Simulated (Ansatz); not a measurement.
Abridged output of a molecular run in Ansatz:

```
Functional definition: HF
1335 factors; integrals over basis functions are off by at most 1.0e-3 eV
mean field evaluation 1: about -115377.2066 eV, gradient 2.3e1 eV
mean field evaluation 2: about -115377.5467 eV, gradient 2.4e1 eV
mean field evaluation 4: about -115379.2071 eV, gradient 2.1e0 eV
mean field evaluation 8: about -115379.2495 eV, gradient 1.5e-1 eV
mean field -115379.24962583 eV, -4240.1092168849 hartree, gradient 4.1e-6 eV, S^2 0.000000; 0 other end points of the search recorded, 0 dependent functions left out
29 core orbitals not correlated: weight in the atoms' cores, before any rotation towards them, 1.000 or more for the frozen orbitals, at most 0.000 for the correlated occupied ones
reference -115379.24962583 eV, -4240.1092168849 hartree; 21, 21 occupied and 166, 166 virtual orbitals, 1335 factors
second order -25.86992969 eV of doubles, -0.00000000 eV of singles
cycle   1  -26.54023125 eV  change   -6.7e-1 eV  update   9.7e-2
cycle   2  -27.08103522 eV  change   -5.4e-1 eV  update   2.6e-2
cycle   3  -27.17620886 eV  change   -9.5e-2 eV  update   1.2e-2
cycle   4  -27.16251106 eV  change    1.4e-2 eV  update   2.5e-3
cycle   5  -27.16224679 eV  change    2.6e-4 eV  update   9.0e-4
cycle   6  -27.16194301 eV  change    3.0e-4 eV  update   2.3e-4
cycle   7  -27.16181356 eV  change    1.3e-4 eV  update   7.7e-5
cycle   8  -27.16184505 eV  change   -3.1e-5 eV  update   2.0e-5
perturbative correction -1.15985309 eV, -0.0426238147 hartree
Total energy: -115407.57132397 eV, -4241.1500200943 hartree
```

Its atoms:

```xyz
5

Cl    1.0386   -1.7416    0.1498
Si   -0.0176   -0.0227   -0.0043
Cl   -0.8397    0.0930   -1.8494
Cl   -1.4892   -0.0162    1.3843
Br    1.3079    1.6874    0.3197
```

**Question.** Which basis set was used?
A. cc-pV(Q+d)Z
B. cc-pV(D+d)Z
C. def2-TZVPP
D. def2-QZVPP

**Answer.** C. It gives 216 functions.

**Question.** Write the keys of the input that set method, charge and spin (a neutral closed shell needs none for the last two).

**Answer.** 
```yaml
correlation: {method: ccsd_t}
```
